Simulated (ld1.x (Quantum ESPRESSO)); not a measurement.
titanium (Ti): excitation energies, all-electron against TM

- Element: Ti
- Generator: ld1.x (Quantum ESPRESSO) 7.5
- Type: norm-conserving Troullier–Martins (Kleinman–Bylander form)
- Functional: Wu–Cohen
- Relativity: scalar-relativistic
- Frozen core: [Ne] 3s2
- Valence charge: 10
- Reference configuration: 3p6 3d2 4s2 4p0
- Partial waves: 4s (bound): rc 3.00 bohr; 3p (bound): rc 1.65 bohr; 3d (bound): rc 2.45 bohr
- Local potential: all-electron potential smoothed inside 2.40 bohr (lloc = -1)
- Core correction: Bessel-smoothed model core inside 1.70 bohr

Energies are relative to the spin-unpolarised reference configuration 3p6 3d2 4s2 4p0; without spin polarisation the order of configurations can differ from experiment.

Question: Give the all-electron excitation energy and the error of the potential for: 3p6 3d2 4s1 4p0; 3p6 3d2 4s0 4p0; 3p6 3d1 4s0 4p0; 3p6 3d2.5 4s1.5 4p0; 3p6 3d3 4s1 4p0; 3p6 3d0 4s0 4p0; 3p6 3d2 4s0 4p2.

Answer:

```json
{"valence configuration": "3p6 3d2 4s1 4p0", "charge": "+1", "ΔE all-electron (eV)": "7.365", "error AE − PS (meV)": "+1.0"}
{"valence configuration": "3p6 3d2 4s0 4p0", "charge": "+2", "ΔE all-electron (eV)": "20.776", "error AE − PS (meV)": "-25"}
{"valence configuration": "3p6 3d1 4s0 4p0", "charge": "+3", "ΔE all-electron (eV)": "47.707", "error AE − PS (meV)": "+130"}
{"valence configuration": "3p6 3d2.5 4s1.5 4p0", "charge": "0", "ΔE all-electron (eV)": "0.351", "error AE − PS (meV)": "+0.9"}
{"valence configuration": "3p6 3d3 4s1 4p0", "charge": "0", "ΔE all-electron (eV)": "1.103", "error AE − PS (meV)": "-7.5"}
{"valence configuration": "3p6 3d0 4s0 4p0", "charge": "+4", "ΔE all-electron (eV)": "91.012", "error AE − PS (meV)": "+1079"}
{"valence configuration": "3p6 3d2 4s0 4p2", "charge": "0", "ΔE all-electron (eV)": "6.325", "error AE − PS (meV)": "-377"}
```

Levels in the configuration 3p6 3d3 4s1 4p0:

```json
{"level": "3p", "all-electron (eV)": "-35.622", "pseudo (eV)": "-35.457"}
{"level": "3d", "all-electron (eV)": "-1.916", "pseudo (eV)": "-1.900"}
{"level": "4s", "all-electron (eV)": "-3.728", "pseudo (eV)": "-3.742"}
```

These tests converged, but a pseudo level misses the all-electron one widely, so the file describes the atom poorly there or has found another state: 3p6 3d0 4s0 4p0: empty 4s by 4.9 eV (a node warning on the way).
